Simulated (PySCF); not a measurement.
## Redox energetics: `Cc1cpcc([SiH3])c1` (C6H9PSi)

Molecule: `Cc1cpcc([SiH3])c1` (C6H9PSi). Atom numbers as in the mapped SMILES `[CH3:1][c:2]1[cH:3][p:4][cH:5][c:6]([SiH3:7])[cH:8]1`.

Energies: ωB97X-D3(BJ)/ma-def2-SVP (PySCF, density fitting, integration grid level 2) on PBE0-D3(BJ)/def2-SVP structures. The prefix ma- adds one diffuse s and one diffuse p function on all atoms but H. Zero-point and thermal terms (298.15 K, 1 bar) come from unscaled GFN2-xTB harmonic frequencies, with soft modes damped to free rotors in the entropy. These were taken at the GFN2-xTB minima.

Frontier levels of the parent: HOMO -9.27 eV, LUMO 0.21 eV.

Oxidation to the radical cation:
- Vertical ionisation energy (electronic): 8.97 eV
- Adiabatic ionisation energy (with zero-point energy): 8.71 eV
- Adiabatic, electronic part: 8.78 eV
- Vertical gap at the product's structure: 8.60 eV
- Inner reorganisation energy (four-point): 371 meV
- Relaxation of product / of parent: 189 / 182 meV
- ⟨S²⟩ of the product: 0.780
- Largest spin populations: P4 0.44, C8 0.43, C5 0.22, C6 -0.10
- Largest changes of atomic charge: P4 0.31, C8 0.16, C5 0.10
- Distances that move most (Å): P4–C5 1.737 → 1.797; C2–C8 1.400 → 1.446; C6–Si7 1.887 → 1.918; C1–C2 1.505 → 1.487
- Potential in THF: 6.85 V absolute (solvation -10 → -186 kJ/mol)

Reduction to the radical anion:
- Vertical electron affinity (electronic): 0.06 eV
- Adiabatic electron affinity (with zero-point energy): 0.35 eV
- Adiabatic, electronic part: 0.25 eV
- Vertical gap at the product's structure: 0.46 eV
- Inner reorganisation energy (four-point): 405 meV
- Relaxation of product / of parent: 192 / 212 meV
- ⟨S²⟩ of the product: 0.772
- Largest spin populations: P4 0.46, C8 0.38, C3 0.21
- Largest changes of atomic charge: P4 -0.40, C8 -0.17
- Distances that move most (Å): C3–P4 1.733 → 1.804; P4–C5 1.737 → 1.776; C6–Si7 1.887 → 1.849; C6–C8 1.403 → 1.434
- Potential in THF: 2.11 V absolute (solvation -10 → -178 kJ/mol)

Solvents are IEF-PCM continua (electrostatics only, gas-phase structures); absolute potentials refer to an electron at rest in vacuum.

Caveats: structures of the anions come from def2-SVP, which lacks diffuse functions; ma-def2-SVP is a small basis, whose errors can reach tens of kJ/mol.
